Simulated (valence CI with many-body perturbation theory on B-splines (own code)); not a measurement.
The numbers below are computed, except where a source is named.
**Rh13+: magnetic and hyperfine properties of the levels**

Method: valence CI with perturbative core correlation (CI+MBPT): four valence electrons over a frozen Dirac-Fock core [Ar] 3d10, a basis of 11 s, 11 p, 9 d, 7 f, 5 g, 2 h, 1 i functions for each j, with the one-electron correlation potential Σ1, the two-electron term Σ2, the three-electron term Σ3, Breit, model QED; selected CI, second order for the rest (own B-spline code, finite nucleus).

No measured spectrum was set against this ion. As an estimate, levels hold to about 250 cm⁻¹ or 0.2 % of their energy and the worst to 1 %, as in measured heavy ions of charge 2 to 7; those with d or f electrons hold less well.

A/g_I is the dipole constant over the nuclear g factor μ/I (μ in nuclear magnetons, uniformly magnetised nucleus), B/Q the quadrupole constant per barn. Both hold the static response of the core; the bare values leave it out. Large factors of s and p1/2 electrons are usually good to 5 to 10 %; those of open d and f shells near neutrality can be off by tens of per cent, and small factors of p3/2, d and f electrons come from cancelling terms and can be off by a factor of two or in sign, in half-filled shells by more. B is blank for J = 1/2, where it vanishes, and for nearly pure S terms. Energies count from the lowest level. Levels with J = 0 are left out.

Names give the largest LS component (configuration and term), which can be under half, so a name can repeat, a term be missing and a line seem to break the LS rules; names also repeat where a configuration has a term twice.

```
          Level  E (eV)      g  A/g_I (MHz)  A/g_I bare  B/Q (MHz/b)  B/Q bare
   4s2 4p2 3P_1   3.856  1.500        -1080       -1150         5480      5090
   4s2 4p2 3P_2   5.380  1.298        12000       11200         1670      1550
   4s2 4p2 1D_2  10.602  1.201         6980        6530         9200      8560
   4s 4p3 5S°_2  32.686  1.943        31100       29200          970       899
   4s 4p3 3D°_1  39.613  0.695       -17300      -16300         8790      8180
   4s 4p3 3D°_2  40.058  1.266        21600       20300        13500     12600
   4s 4p3 3D°_3  41.598  1.333        28500       26800         -797      -725
   4s 4p3 3P°_1  45.852  1.353        33800       31800        -9230     -8570
   4s 4p3 3P°_2  46.448  1.328        16100       15100       -12500    -11700
   4s 4p3 1D°_2  51.297  1.126        20400       19300        -3650     -3430
   4s 4p3 3S°_1  52.144  1.623        -4490       -4290          244       226
   4s 4p3 1P°_1  58.074  1.326       -10900      -10300         -117     -95.5
4s2 4p 4d 3F°_2  59.622  0.695         9640        9170         6690      6160
4s2 4p 4d 3F°_3  61.780  1.091         5880        5580         6690      6160
4s2 4p 4d 3P°_2  64.746  1.245         -525        -436        -20.7     -73.5
4s2 4p 4d 3F°_4  65.284  1.250         2830        2660        13100     12100
4s2 4p 4d 3D°_1  66.066  0.868        -6260       -5820         1450      1330
4s2 4p 4d 1D°_2  68.519  1.106         1820        1680        -1170     -1130
4s2 4p 4d 3P°_1  70.000  1.155         3790        3620        -5580     -5160
4s2 4p 4d 3D°_3  70.225  1.298         4640        4360        -4350     -4050
4s2 4p 4d 3D°_2  70.640  1.289         4690        4450        -7430     -6900
4s2 4p 4d 1F°_3  75.155  1.027         3950        3740        11400     10600
4s2 4p 4d 1P°_1  76.221  0.976        -1860       -1670         1660      1520
       4p4 3P_2  79.772  1.378         6510        6170         1640      1530
       4p4 3P_1  84.433  1.496         1060        1060        -4180     -3890
       4p4 1D_2  85.431  1.120        12500       11800       -13500    -12500
 4s 4p2 4d 5F_1  87.807  0.119       -23000      -21600         74.9      39.3
 4s 4p2 4d 5F_2  88.440  1.086         7280        6910         3430      3150
 4s 4p2 4d 5F_3  89.589  1.314        12400       11700         5730      5250
 4s 4p2 4d 5F_4  91.480  1.370        13200       12400         6020      5510
 4s 4p2 4d 5D_1  91.805  1.412        18000       17000        -6160     -5700
 4s 4p2 4d 5D_2  92.023  1.361        16300       15400        -7460     -6910
 4s 4p2 4d 5D_3  92.383  1.371        18200       17200        -6940     -6450
 4s 4p2 4d 5D_4  93.395  1.406        18500       17500         1900      1740
```

(1) Take the isotope of mass number 103, with I = 1/2, μ = -0.08829 μN. What is the hyperfine structure of 4s 4p3 5S°_2?

## Answers

(1) From the table A = -5500 MHz. Shifts from the centre of gravity in MHz: F = 3/2: 8250, F = 5/2: -5500.
